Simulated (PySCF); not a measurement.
C₃H₆F₂Si, SMILES F/C=C\[SiH2]CF. Atoms are numbered in the order given.

```xyz
12

F      1.3859     1.5921     0.0000
C      0.1615     2.1458     0.0000
C     -0.9503     1.4170     0.0000
Si    -1.0271    -0.4563     0.0000
C      0.7086    -1.2262     0.0000
F      0.5554    -2.6102     0.0000
H      0.2213     3.2401     0.0000
H     -1.8811     1.9951     0.0000
H     -1.7663    -0.9251     1.2072
H     -1.7663    -0.9251    -1.2072
H      1.2905    -0.9266    -0.8882
H      1.2905    -0.9266     0.8882
```

Coordinates come from a ωB97X-D3(BJ)/def2-SVP optimisation. The structure was generated by enumeration; whether it is a known compound was not checked. The values are those of a single conformer.

Computed with PySCF with PBE0/def2-TZVP.

ESP charges are fitted to the potential on shells at 1.4 to 2.0 van der Waals radii. Atomic charges (e):

```csv
atom,ESP fit,IAO
F1,-0.17,-0.28
C2,0.16,___
C3,-0.58,___
Si4,0.60,0.78
C5,-0.15,-0.24
F6,-0.22,___
H7,0.13,0.16
H8,0.22,___
H9,-0.12,___
H10,-0.12,___
H11,0.13,0.15
H12,0.13,0.15
```

### Question
Fill in the missing entries. (Estimate from the structure and the level; the computed values follow.)

### Answer

- C2, IAO: 0.17
- C3, IAO: -0.51
- F6, IAO: -0.33
- H8, IAO: 0.18
- H9, IAO: -0.12
- H10, IAO: -0.12

### Question
Give the Mayer and Wiberg (Löwdin basis) orders of the bonds. (The exact figures need the calculation; the answer reports its results.)

### Answer

```
bond     Mayer  Wiberg
-------  -----  ------
F1–C2     1.04    1.74
C2–C3     1.89    2.15
C3–Si4    0.95    1.11
Si4–C5    1.00    1.14
C5–F6     0.96    1.64
C2–H7     0.97    0.87
C3–H8     0.92    0.82
Si4–H9    0.95    0.91
Si4–H10   0.95    0.91
C5–H11    0.94    0.90
C5–H12    0.94    0.90
```
